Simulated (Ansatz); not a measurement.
Relaxation of H7N3Si (11 atoms, charge 0, multiplicity 1), to a largest force component of 0.02 eV/Å in at most 40 steps.

Method: Ansatz, RKS PBE-D4/6-31G*.

```xyz
11
Properties=species:S:1:pos:R:3
Si 0.000 0.000 0.000
H 0.000 0.000 1.460
N 1.716 0.000 -0.606
H 2.215 -0.918 -0.787
H 2.217 0.918 -0.778
N -0.857 1.485 -0.606
H -1.877 1.430 -0.889
H -0.337 2.406 -0.677
N -0.857 -1.485 -0.606
H -1.392 -2.101 0.070
H -0.822 -1.734 -1.636
```

Q: Where does it end, and by what steps?

A: The run converged. After 19 steps the energy has fallen by 0.925 eV; H4 moved furthest, 0.97 Å.

| step | energy less start (eV) | largest force component (eV/Å) | accepted |
| --- | --- | --- | --- |
| 0 | 0.0000 | 2.645 | yes |
| 1 | -0.5646 | 1.249 | yes |
| 2 | -0.6964 | 0.560 | yes |
| 3 | -0.7433 | 0.601 | yes |
| 4 | -0.7647 | 0.459 | yes |
| 5 | -0.7860 | 0.240 | yes |
| 6 | -0.7966 | 0.089 | yes |
| 7 | -0.7888 | 0.462 | no |
| 8 | -0.8122 | 0.180 | yes |
| 9 | -0.8307 | 0.172 | yes |
| 10 | -0.7477 | 2.249 | no |
| 11 | -0.8475 | 0.147 | yes |
| 12 | -0.8630 | 0.361 | yes |
| 13 | -0.8918 | 0.290 | yes |
| 14 | -0.8723 | 0.915 | no |
| 15 | -0.9097 | 0.304 | yes |
| 16 | -0.9174 | 0.286 | yes |
| 17 | -0.9236 | 0.051 | yes |
| 18 | -0.9245 | 0.025 | yes |
| 19 | -0.9246 | 0.019 | yes |

```xyz
11
Properties=species:S:1:pos:R:3
Si -0.013 -0.016 -0.063
H 0.030 -0.248 1.426
N 1.673 0.180 -0.473
H 2.354 -0.397 0.021
H 1.935 0.283 -1.455
N -0.749 1.393 -0.762
H -1.764 1.478 -0.706
H -0.294 2.293 -0.614
N -1.036 -1.313 -0.628
H -0.954 -2.220 -0.168
H -1.176 -1.431 -1.633
```

Whether the end is a true minimum wasn't checked by a vibrational analysis.

Time of the run: 55 s on 1 thread of Arm Neoverse V1 (shared host), peak memory 0.12 GiB.
